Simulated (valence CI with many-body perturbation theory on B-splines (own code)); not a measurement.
Values are calculated unless marked as measured or tabulated.
## Dy33+: input, log and results

Method: valence CI with perturbative core correlation (CI+MBPT): five valence electrons over a frozen Dirac-Fock core [Ar] 3d10, a basis of 6 s, 6 p, 5 d, 3 f, 1 g functions for each j, with the one-electron correlation potential Σ1 (screened to all orders), the two-electron term Σ2, the three-electron term Σ3, Breit, model QED; selected single and double excitations, second order for the rest (own B-spline code, finite nucleus).

Command, and the settings that its task file holds:

```sh
python run_cv.py task.json out
```

```
atom Dy  Z=66  mass_number=164  rms_radius_fm=5.2218
core [Ar] 3d10
valence 4s2 4p3
avg = 1
basis = S
breit = 1
cap = 10000
capref = 1200
cscale = 1
de = 0.0
dress = 0
eps = 2e-08
h = 0.27
hh = 1
l2 = 3
lcore = 2
maxit = 60
n2 = 5
natural = 1
nlev = 20
nno = [3, 3, 3, 2, 1]
nroot = 26
nsp = [3, 3, 2, 1, 0]
pt2 = 1
qed = 1
rpa = 1
s1 = 1
s2 = 1
s3 = 1
screen = 1
tol = 2e-05
```

It took 37 s on 1 thread of Intel(R) Xeon(R) Processor @ 2.70GHz, with other jobs on the host.

Log. The first blocks belong to the next ion, which gives the ionisation energy. Fields: 2J, parity (1 odd), roots, reference size, generating configurations, candidates as configurations/state functions, variational space P, stored matrix elements, Davidson steps; e2 is the range of second-order energies in hartree. The first line gives the box (bohr), its intervals, the orbitals and the steps of their self-consistent field. Window is the range of levels sought, series limit the energy at which the first omitted orbital would enter, core excitation an estimate of the first excitation out of the core, left out the lowest levels not solved, and shifts from estimates the range by which levels moved from their first estimate, all in cm⁻¹.

```
rmax 3.4 intervals 57 orbitals 36 references ['4s2 4p3', '4s 4p4', '4s2 4p2 4d', '4p5', '4s 4p3 4d'] scf 4 t 1.1
2J=0 par=0 roots 2 ref 22 generators 8 cand 3162/5084 P 717/998 nnz 0 it 0
2J=0 par=0 roots 2 ref 22 generators 11 cand 4204/7694 P 1495/2236 nnz 0 it 5
   second order: generators 23 cand 5221/9596 e2 -0.00002 -0.00002
reference levels 429, estimated 52, window 1519956 1/cm; series limit 5607437, core excitation 9262032
2J=3 par=1 roots 4 ref 39 generators 16 cand 8509/90980 P 909/3541 nnz 1.3e+06 it 4
2J=3 par=1 roots 4 ref 39 generators 32 cand 11899/136328 P 1959/9995 nnz 9.2e+06 it 7
   second order: generators 49 cand 14904/204640 e2 -0.00094 -0.00018
2J=5 par=1 roots 2 ref 39 generators 10 cand 7886/96158 P 730/3533 nnz 1.5e+06 it 5
2J=5 par=1 roots 2 ref 39 generators 25 cand 12356/171326 P 1684/9981 nnz 9.8e+06 it 7
   second order: generators 40 cand 14302/238031 e2 -0.00099 -0.00032
2J=1 par=1 roots 2 ref 24 generators 11 cand 7264/46722 P 1063/3528 nnz 1.3e+06 it 4
2J=1 par=1 roots 2 ref 24 generators 21 cand 10509/71309 P 2509/9999 nnz 8e+06 it 6
   second order: generators 37 cand 13569/105191 e2 -0.00018 -0.00010
2J=5 par=0 roots 7 ref 69 generators 19 cand 10117/122828 P 775/3574 nnz 1.5e+06 it 8
2J=5 par=0 roots 7 ref 69 generators 35 cand 13264/193207 P 1852/9981 nnz 8.7e+06 it 10
   second order: generators 60 cand 17962/314506 e2 -0.00199 -0.00091
2J=3 par=0 roots 7 ref 66 generators 16 cand 9063/87529 P 820/3580 nnz 1.4e+06 it 8
2J=3 par=0 roots 7 ref 66 generators 32 cand 12882/148758 P 1979/9996 nnz 8.5e+06 it 9
   second order: generators 57 cand 16853/234537 e2 -0.00161 -0.00067
2J=1 par=0 roots 5 ref 42 generators 17 cand 8551/53410 P 1151/3554 nnz 1.2e+06 it 5
2J=1 par=0 roots 5 ref 42 generators 31 cand 11864/83940 P 2624/9987 nnz 7.7e+06 it 8
   second order: generators 53 cand 17221/140371 e2 -0.00045 -0.00018
2J=7 par=0 roots 3 ref 51 generators 12 cand 9576/123983 P 723/3565 nnz 1.6e+06 it 5
2J=7 par=0 roots 3 ref 51 generators 28 cand 12524/183408 P 1567/9995 nnz 1e+07 it 7
   second order: generators 41 cand 14693/248958 e2 -0.00103 -0.00068
2J=9 par=0 roots 2 ref 31 generators 10 cand 6775/92411 P 738/3531 nnz 1.8e+06 it 5
2J=9 par=0 roots 2 ref 31 generators 20 cand 10462/140860 P 1568/10000 nnz 1.2e+07 it 6
   second order: generators 37 cand 13950/227615 e2 -0.00032 -0.00030
left out: unestimated 2206615, estimated 1638672, shifts from estimates -43 to 37
operators 2.7
```

The Davidson iterations converged. The settings are bad on purpose, so the numbers may not be properties of the ion.

The last digits are not significant, and no measured levels were compared; by estimate large intervals hold to a few tenths of a per cent, small ones and those within an open d or f shell to about a per cent. Among the levels kept, up to 440 cm⁻¹ of a level comes from second order outside the variational space, and about a tenth of that is noise between levels of different J, which matters for small intervals.

```yaml
Valence_energy: -282.7092 hartree
Ionisation_energy: "1372.3 eV (NIST: 1371 ± 5 eV (theoretical))"
Reference_configurations_for_the_orbitals: 4s2 4p3, 4s 4p4, 4s2 4p2 4d, 4p5, 4s 4p3 4d
Radial_orbitals: 36
Box_radius: 3.371 bohr
Largest_variational_space: 10000
Lowest_levels: (4s^2 4p1/2^2 4p3/2) J=3/2 0, (4s^2 4p1/2 4p3/2^2) J=3/2 370470, (4s^2 4p1/2 4p3/2^2) J=5/2 408000, (4s^2 4p1/2 4p3/2^2) J=1/2 454990, (4s^2 4p3/2^3) J=3/2 831580, (4s 4p1/2^2 4p3/2^2) J=5/2 983640, (4s^2 4p1/2^2 4d3/2) J=3/2 1002600, (4s 4p1/2^2 4p3/2^2) J=1/2 1100900, (4s 4p1/2^2 4p3/2^2) J=3/2 1128300, (4s^2 4p1/2^2 4d5/2) J=5/2 1159500, (4s 4p1/2 4p3/2^3) J=3/2 1364300, (4s^2 4p1/2 4p3/2 4d3/2) J=5/2 [a] 1379000, (4s^2 4p1/2 4p3/2 4d3/2) J=1/2 [a] 1380800, (4s^2 4p1/2 4p3/2 4d3/2) J=3/2 [a] 1385300 cm⁻¹
```

Levels are named by their leading jj configuration (3d3/2^4 stands for four electrons in 3d with j = 3/2), which in mixed levels can hold well under half, so a name can repeat and another be missing. Letters in brackets count levels of one name in rising energy.
